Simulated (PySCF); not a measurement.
This script is equivalent to a calculation on F (fluorine, neutral).

```python
from pyscf import gto, scf, dft, mp, cc
import basis_set_exchange as bse
mol = gto.M(atom="F 0 0 0", charge=0, spin=1, symmetry="D2h",
            basis=gto.basis.parse(bse.get_basis("jorge-DZP-DKH", elements=["F"], fmt="nwchem", header=False)),
            nucmod="G")
mf = dft.UKS(mol, xc="LDA,VWN").sfx2c1e()
mf.irrep_nelec = {'Ag': (2, 2), 'B1u': (1, 1), 'B2u': (1, 1), 'B3u': (1, 0)}
mf.kernel()
```

(1) What total energy does it give?

(2) Which occupied shell lies highest, and where?

(3) What is ⟨S²⟩, and what would a pure spin state give?

Answers

(1) -99.173 hartree (calculated).

(2) 2p β, at -9.801 eV.

(3) 0.751, against 0.75.
